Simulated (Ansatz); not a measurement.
Molecule: PO, charge 0, multiplicity 2. SMILES: [P]=O
Structure (B3LYP-D3(BJ)/def2-TZVP (Ansatz, a first-principles code) minimum search):
```
P
O 1 1.4798
```
Charge 0, spin multiplicity 2.

Property: vertical ionisation energy (to the singlet state of charge +1; each state is the SCF solution reached for its spin; for the singlet the Hartree-Fock reference is unstable and T1 is 0.028), in eV. Cores are frozen in the correlated levels unless marked. Open shells are spin-unrestricted. No spin-orbit coupling. Non-relativistic. CBS marks a two-point X^-3 extrapolation of the correlation energy; Hartree-Fock from the larger set.

```csv
level,program,vertical ionisation energy (eV)
PBE0/def2-TZVPD,Ansatz,8.72
wB97X-V/def2-TZVPD,Ansatz,…
CCSD/aug-cc-pV(D+d)Z,Ansatz,…
CCSD/aug-cc-pV(T+d)Z,Ansatz,8.47
"CCSD(T)/CBS(aug-cc-pV(T+d)Z,aug-cc-pV(Q+d)Z)",Ansatz,8.47
```

Question: Fill in the missing entries.

Answer: 
- wB97X-V/def2-TZVPD, vertical ionisation energy (eV): 8.62
- CCSD/aug-cc-pV(D+d)Z, vertical ionisation energy (eV): 8.24
